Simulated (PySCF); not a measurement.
Task: Write Cartesian coordinates for `C1=CC(c2ccco2)C=CO1` as optimised with GFN2-xTB.

Result: 
```
atom  x, y, z in Å
C1    -2.2915    1.1556    0.3075
C2    -1.3300    0.6230    1.0461
C3    -0.5726   -0.6096    0.6179
C4     0.8629   -0.2647    0.3405
C5     1.4146    0.6043   -0.5553
C6     2.8167    0.5181   -0.3764
C7     3.0109   -0.3942    0.6121
O8     1.8341   -0.8737    1.0517
C9    -1.2226   -1.1657   -0.6253
C10   -2.1905   -0.5275   -1.2653
O11   -2.7480    0.6514   -0.8725
H12   -2.8305    2.0505    0.5801
H13   -1.0425    1.0881    1.9742
H14   -0.5726   -1.3596    1.4209
H15    0.8889    1.2248   -1.2520
H16    3.5690    1.0601   -0.9115
H17    3.8997   -0.7752    1.0742
H18   -0.8505   -2.1021   -1.0061
H19   -2.6552   -0.8944   -2.1684
```

Orientation and origin are arbitrary. Atoms count from 1 in this order. The 5-membered ring C4–C5–C6–C7–O8 has internal angles of 105.9° to 110.6°; it is planar, 0.00 Å rms from its mean plane, widest ring torsion 0°. O8 (furan-type oxygen) is bent (angle 107.3°). The 6-membered ring C1–C2–C3–C9–C10–O11 has internal angles of 108.6° to 125.3° (sum 719°, against 720° for a flat polygon); it is slightly puckered (a soft mode that the optimisation may not have finished), 0.03 Å rms from its mean plane, widest ring torsion 7°. The C–C distances run from 1.324 Å (C1=C2, drawn double) to 1.509 Å (C3–C9, drawn single), a spread of 0.185 Å.

Bonds between heavy atoms (Å): C1=C2 1.324, C2–C3 1.509, C3–C4 1.502, C4–C5 1.365, C5–C6 1.416, C6–C7 1.359, C7–O8 1.345, C3–C9 1.509, C9=C10 1.324, C10–O11 1.362, C1–O11 1.362, C4–O8 1.349.

Computed geometry: GFN2-xTB, gas phase.

Point group: Cs (tolerance 0.08 Å). No frequency check. The numbers are those of one conformer (C2–C3–C4–C5 -60°).
